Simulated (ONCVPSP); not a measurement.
## What the settings do to the ONCV potential of hydrogen

Base potential:

| Property | Result |
| --- | --- |
| Element | H |
| Generator | ONCVPSP 4.0.1 |
| Type | optimised norm-conserving Vanderbilt (ONCV) |
| Functional | PBE |
| Relativity | scalar-relativistic |
| Frozen core | none |
| Valence charge | 1 |
| Reference configuration | 1s1 |
| Partial waves | 1s: rc 1.05 bohr, ncon 4, nbas 7, qcut 5.6 1/bohr, 2 projectors, debl 1.7 Ha; p scattering state at 0.02 Ha: rc 0.95 bohr, ncon 3, nbas 7, qcut 9.3 1/bohr, 2 projectors, debl 3 Ha |
| Local potential | polynomial inside 0.75 bohr (lpopt 5, dvloc0 0 Ha) |
| Core correction | none |

All-electron outer shells of the reference configuration (PBE, scalar-relativistic, ld1.x):

```json
{"shell": "1s", "level (eV)": "-6.49", "outermost node (bohr)": "–", "outermost maximum (bohr)": "1.03"}
```

Cutoffs, loose and tight: the cutoffs (Ha) at which the residual kinetic energy of the hardest occupied pseudo-wave falls to 1 and 0.1 mHa per electron. They do not see the model core or the augmentation charge, which bear on the density cutoff. Test errors are all-electron minus pseudo excitation energies from the reference, over the configurations 1s0.5. A dash means not determined; rows that change the core or the reference have their own tests.

| change | outcome | cutoff, loose | cutoff, tight | bound ghosts | GHOST(+) flags above zero |
| --- | --- | --- | --- | --- | --- |
| base | generated | 16 Ha | 81 Ha | none | none |
| s: qcut 3.5; p: qcut 5.8 | generated | 42 Ha | 100 Ha | none | none |
| s: qcut 4.6; p: qcut 7.7 | generated | 24 Ha | 94 Ha | none | none |
| s: qcut 5.3; p: qcut 8.8 | generated | 16 Ha | 87 Ha | none | none |
| s: qcut 5.8; p: qcut 9.6 | generated | 16 Ha | 76 Ha | none | none |
| s: qcut 7.1; p: qcut 11.8 | generated | 17 Ha | 26 Ha | none | none |
| s: qcut 8.1; p: qcut 13.4 | generated | 18 Ha | 27 Ha | none | none |

(1) What comes out with this change to the base: s: qcut 6.5; p: qcut 10.8?

## Answers

(1) outcome: generated; cutoff, loose: 16 Ha; cutoff, tight: 40 Ha; bound ghosts: none; GHOST(+) flags above zero: none.
